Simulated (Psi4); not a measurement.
CHN, charge +1, doublet (typed; the unrestricted solution is spin-contaminated), geometry from GFN2-xTB (a state made from the parent by changing its charge; the spin is typed, not shown lowest); MP2/6-311G** run with Psi4 1.11.

The Psi4 input:
```
memory 2 GB

molecule mol {
1 2
  C    -0.000000   -0.000000   -0.483132
  N     0.000000    0.000000    0.641668
  H    -0.000000   -0.000000   -1.592882
}

set basis 6-311g**
set reference uhf

energy('mp2')
print_variables()
```

It wrote (shortened):

```
    SCF Algorithm Type (re)set to DF.

   => Loading Basis Set <=

    Name: 6-311G**
    Role: ORBITAL
    Keyword: BASIS

         ---------------------------------------------------------
                                   SCF
               by Justin Turney, Rob Parrish, Andy Simmonett
                          and Daniel G. A. Smith
                              UHF Reference
         ---------------------------------------------------------

  ==> Geometry <==

    Molecular point group: c2v
    Full point group: C_inf_v

    Geometry (in Angstrom), charge = 1, multiplicity = 2:

       Center              X                  Y                   Z               Mass
    ------------   -----------------  -----------------  -----------------  -----------------
         C            0.000000000000     0.000000000000    -0.541715541967    12.000000000000
         N            0.000000000000     0.000000000000     0.583084458033    14.003074004430
         H            0.000000000000     0.000000000000    -1.651465541967     1.007825032230

  Running in c2v symmetry.

  Rotational constants: A = ************  B =      1.52820  C =      1.52820 [cm^-1]
  Rotational constants: A = ************  B =  45814.35559  C =  45814.35559 [MHz]
  Nuclear repulsion =   24.278235785816925

  Charge       = 1
  Multiplicity = 2
  Electrons    = 13
  Nalpha       = 7
  Nbeta        = 6

  ==> Algorithm <==

  SCF Algorithm Type is DF.
  DIIS enabled.
  MOM disabled.
  Fractional occupation disabled.
  Guess Type is SAD.
  Energy threshold   = 1.00e-08
  Density threshold  = 1.00e-08
  Integral threshold = 1.00e-12

  ==> Primary Basis <==

  Basis Set: 6-311G**
    Blend: 6-311G**
    Number of shells: 20
    Number of basis functions: 42
    Number of Cartesian functions: 44
    Spherical Harmonics?: true
    Max angular momentum: 2

   => Loading Basis Set <=

    Name: (6-311G** AUX)
    Role: JKFIT
    Keyword: DF_BASIS_SCF

  ==> Integral Setup <==

  SCF_SUBTYPE=INCORE selected. In-core MEM_DF algorithm will be used.
  Using in-core AOs.

  ==> MemDFJK: Density-Fitted J/K Matrices <==

    J tasked:                   Yes
    K tasked:                   Yes
    wK tasked:                   No
    Algorithm:                 Core
    Schwarz Cutoff:           1E-12
    Mask sparsity (%):       0.0000
    Fitting Condition:        1E-10

   => Auxiliary Basis Set <=

  Basis Set: (6-311G** AUX)
    Blend: CC-PVTZ-JKFIT
    Number of shells: 60
    Number of basis functions: 188
    Number of Cartesian functions: 227
    Spherical Harmonics?: true
    Max angular momentum: 4

  Minimum eigenvalue in the overlap matrix is 4.2210700623E-03.
  Reciprocal condition number of the overlap matrix is 1.0069349801E-03.
    Using symmetric orthogonalization.

  ==> Pre-Iterations <==

  SCF Guess: Superposition of Atomic Densities via on-the-fly atomic UHF (no occupation information).

   -------------------------
    Irrep   Nso     Nmo
   -------------------------
     A1        22      22
     A2         2       2
     B1         9       9
     B2         9       9
   -------------------------
    Total      42      42
   -------------------------

  ==> Iterations <==

                           Total Energy        Delta E     RMS |[F,P]|

   @DF-UHF iter SAD:   -91.99485777051119   -9.19949e+01   0.00000e+00
   @DF-UHF iter   1:   -92.37969941189706   -3.84842e-01   9.34763e-03 DIIS/ADIIS
   @DF-UHF iter   2:   -92.42613872875759   -4.64393e-02   2.87084e-03 DIIS/ADIIS
   @DF-UHF iter   3:   -92.43249482078792   -6.35609e-03   1.40353e-03 DIIS/ADIIS
   @DF-UHF iter   4:   -92.43478525657910   -2.29044e-03   1.09586e-03 DIIS/ADIIS
   @DF-UHF iter   5:   -92.43636120708163   -1.57595e-03   9.61034e-04 DIIS/ADIIS
   @DF-UHF iter   6:   -92.43828669330915   -1.92549e-03   8.07017e-04 DIIS/ADIIS
   @DF-UHF iter   7:   -92.44189149491940   -3.60480e-03   4.03885e-04 DIIS/ADIIS
[...]

[...]
    Beta Virtual:

[...]
    Final Occupation by Irrep:
             A1    A2    B1    B2
    DOCC [     4,    0,    1,    1 ]
    SOCC [     1,    0,    0,    0 ]
    NA   [     5,    0,    1,    1 ]
    NB   [     4,    0,    1,    1 ]

  @DF-UHF Final Energy:   -92.44247426277570

   => Energetics <=

    Nuclear Repulsion Energy =             24.2782357858169249
    One-Electron Energy =                -167.7412335763237934
    Two-Electron Energy =                  51.0205235277311786
    Total Energy =                        -92.4424742627757041

  UHF NO Occupations:
  HONO-2 :    1 B1 1.9317280
  HONO-1 :    1 B2 1.9317280
  HONO-0 :    5 A1 1.0000000
  LUNO+0 :    2 B2 0.0682720
  LUNO+1 :    2 B1 0.0682720
  LUNO+2 :    6 A1 0.0025464
  LUNO+3 :    7 A1 0.0005305

Computation Completed

Properties will be evaluated at   0.000000,   0.000000,   0.000000 [a0]

Properties computed using the SCF density matrix

 Multipole Moments:

 ------------------------------------------------------------------------------------
     Multipole            Electronic (a.u.)      Nuclear  (a.u.)        Total (a.u.)
 ------------------------------------------------------------------------------------

 L = 1.  Multiply by 2.5417464519 to convert [e a0] to [Debye]
 Dipole X            :          0.0000000            0.0000000            0.0000000
 Dipole Y            :          0.0000000            0.0000000            0.0000000
 Dipole Z            :          0.8217968           -1.5498921           -0.7280953
 Magnitude           :                                                    0.7280953

 ------------------------------------------------------------------------------------

  //>>>>>>>>>>>>>>>>>>>>>>>>>>>>>>>>>>>//
  //               DFMP2               //
  //<<<<<<<<<<<<<<<<<<<<<<<<<<<<<<<<<<<//

   => Loading Basis Set <=

    Name: (6-311G** AUX)
    Role: RIFIT
    Keyword: DF_BASIS_MP2

	 --------------------------------------------------------
	                          DF-MP2
	      2nd-Order Density-Fitted Moller-Plesset Theory

	        Rob Parrish, Justin Turney, Andy Simmonett,
	           Ed Hohenstein, and C. David Sherrill
	 --------------------------------------------------------

	 --------------------------------------------------------
	                 NBF =    42, NAUX =   192
	 --------------------------------------------------------
	   CLASS    FOCC     OCC    AOCC    AVIR     VIR    FVIR
	   ALPHA       0       7       7      35      35       0
	    BETA       0       6       6      36      36       0
	 --------------------------------------------------------

	-----------------------------------------------------------
	 ==================> DF-MP2 Energies <====================
	-----------------------------------------------------------
	 Reference Energy          =     -92.4424742627757041 [Eh]
	 Singles Energy            =      -0.0000000000000000 [Eh]
	 Same-Spin Energy          =      -0.0644832313802139 [Eh]
	 Opposite-Spin Energy      =      -0.2031369793826741 [Eh]
	 Correlation Energy        =      -0.2676202107628880 [Eh]
	 Total Energy              =     -92.7100944735385895 [Eh]
	-----------------------------------------------------------
	 ================> DF-SCS-MP2 Energies <==================
	-----------------------------------------------------------
	 SCS Same-Spin Scale       =       0.3333333333333333 [-]
	 SCS Opposite-Spin Scale   =       1.2000000000000000 [-]
	 SCS Same-Spin Energy      =      -0.0214944104600713 [Eh]
	 SCS Opposite-Spin Energy  =      -0.2437643752592089 [Eh]
	 SCS Correlation Energy    =      -0.2652587857192802 [Eh]
	 SCS Total Energy          =     -92.7077330484949869 [Eh]
	-----------------------------------------------------------

  Variable Map:
  ----------------------------------------------------------------------------
[...]
  Array Variable Map:
  ----------------------------------------------------------------------------
[...]
[...]
```
